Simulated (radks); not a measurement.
Spherical jellium clusters: N electrons in a uniform positive sphere of charge N and radius rs N^(1/3), rs = 2.44 bohr. Level of theory: non-relativistic Kohn-Sham, PBE, spin-polarised, spherical densities (a radial shooting solver with Libxc functionals). Levels are named by radial order and angular momentum (1s, 1p, 1d, 2s, ...), and open shells are averaged over m. Each electron was tried in the lowest free levels, single moves between levels near the top were tried too, and the lowest total energy was kept; such a search can miss a lower state. Energies include the self-energy of the background; IP and EA are vertical (highest electron removed, lowest free level filled), at fixed background; spill-out counts the electrons outside the background radius R, and alpha is the static dipole polarisability from linear response (closed shells only). A dash means not computed or, for alpha, an open shell; in EA it means that no bound solution was reached, which is typical of self-interaction and does not show that the anion is unstable. Real open-shell clusters deform, which this model forbids.

| N | open shells | 2S | E/N (eV) | E(N+1) + E(N-1) - 2E(N) (eV) | IP (eV) | EA (eV) | -e(HOMO) (eV) |
|---|---|---|---|---|---|---|---|
| 1 | 1s(up 1, down 0) | 1 | -0.561 | - | - | - | 4.097 |
| 2 | none | 0 | -1.231 | 2.245 | 7.500 | - | 4.644 |
| 3 | 1p(up 1, down 0) | 1 | -0.706 | -1.047 | 4.649 | - | 2.426 |
| 4 | 1p(up 2, down 0) | 2 | -0.705 | -0.893 | 5.785 | - | 3.379 |
| 5 | 1p(up 3, down 0) | 3 | -0.884 | 0.590 | 6.461 | - | 4.028 |
| 6 | 1p(up 3, down 1) | 2 | -0.904 | -0.857 | 5.634 | - | 3.527 |
| 7 | 1p(up 3, down 2) | 1 | -1.041 | -0.605 | 6.359 | 2.109 | 4.162 |
| 8 | none | 0 | -1.219 | 2.760 | 6.813 | - | 4.608 |
| 9 | 1d(up 1, down 0) | 1 | -1.051 | -0.502 | 3.913 | - | 2.045 |
| 10 | 1d(up 2, down 0) | 2 | -0.967 | -0.460 | 4.479 | - | 2.582 |
| 11 | 1d(up 3, down 0) | 3 | -0.940 | -0.411 | 4.920 | - | 3.014 |
| 12 | 1d(up 4, down 0) | 4 | -0.952 | -0.365 | 5.277 | - | 3.373 |
| 13 | 1d(up 5, down 0) | 5 | -0.990 | 0.428 | 5.572 | - | 3.676 |
| 14 | 1d(up 5, down 0) 2s(up 1, down 0) | 6 | -0.992 | 0.045 | 5.069 | - | 3.376 |
| 15 | 1d(up 5, down 1) 2s(up 1, down 0) | 5 | -0.991 | -0.510 | 5.128 | 1.703 | 3.379 |
| 16 | 1d(up 5, down 3) | 2 | -1.021 | -0.368 | 5.498 | 2.016 | 3.720 |
| 17 | 1d(up 5, down 4) | 1 | -1.070 | -0.272 | 5.753 | 2.277 | 3.981 |
| 18 | none | 0 | -1.129 | 0.187 | 5.968 | 2.181 | 4.205 |
| 19 | 2s(up 1, down 0) | 1 | -1.171 | 0.366 | 5.726 | 1.955 | 4.052 |
| 20 | none | 0 | -1.191 | 1.573 | 5.384 | - | 3.819 |
| 21 | 1f(up 1, down 0) | 1 | -1.134 | -0.272 | 3.874 | - | 2.274 |
| 22 | 1f(up 2, down 0) | 2 | -1.095 | -0.253 | 4.137 | - | 2.540 |
| 23 | 1f(up 3, down 0) | 3 | -1.070 | -0.235 | 4.370 | - | 2.777 |
| 24 | 1f(up 4, down 0) | 4 | -1.057 | -0.219 | 4.577 | - | 2.989 |
| 25 | 1f(up 5, down 0) | 5 | -1.054 | -0.204 | 4.762 | 1.651 | 3.182 |
| 26 | 1f(up 6, down 0) | 6 | -1.059 | -0.190 | 4.930 | 1.831 | 3.357 |
| 27 | 1f(up 7, down 0) | 7 | -1.070 | 0.590 | 5.083 | - | 3.517 |
| 28 | 1f(up 7, down 1) | 6 | -1.060 | -0.223 | 4.455 | 1.475 | 2.944 |
| 29 | 1f(up 7, down 2) | 5 | -1.058 | -0.203 | 4.654 | 1.678 | 3.146 |
| 30 | 1f(up 7, down 3) | 4 | -1.063 | -0.187 | 4.832 | 1.862 | 3.327 |
| 31 | 1f(up 7, down 4) | 3 | -1.073 | -0.173 | 4.992 | 2.031 | 3.493 |
| 32 | 1f(up 7, down 5) | 2 | -1.089 | -0.160 | 5.137 | 2.186 | 3.643 |
| 33 | 1f(up 7, down 6) | 1 | -1.108 | -0.149 | 5.269 | 2.330 | 3.782 |
| 34 | none | 0 | -1.131 | 0.540 | 5.390 | 1.877 | 3.910 |
| 35 | 2p(up 1, down 0) | 1 | -1.136 | -0.112 | 4.823 | 2.063 | 3.424 |
| 36 | 2p(up 2, down 0) | 2 | -1.145 | -0.092 | 4.980 | 2.221 | 3.580 |
| 37 | 2p(up 3, down 0) | 3 | -1.156 | 0.442 | 5.110 | 1.872 | 3.714 |
| 38 | 2p(up 3, down 1) | 2 | -1.154 | - | 4.702 | 2.072 | 3.370 |

All shells are closed at N = 2, 8, 18, 20, 34 (there: 1s2 1p6 1d10 2s2 1f14); the second difference of the energy has clear peaks (12 % above both neighbours; the first and last values, which can be the largest, are not judged, and half-filled shells can peak too) at N = 5, 8, 13, 20, 27, 34.
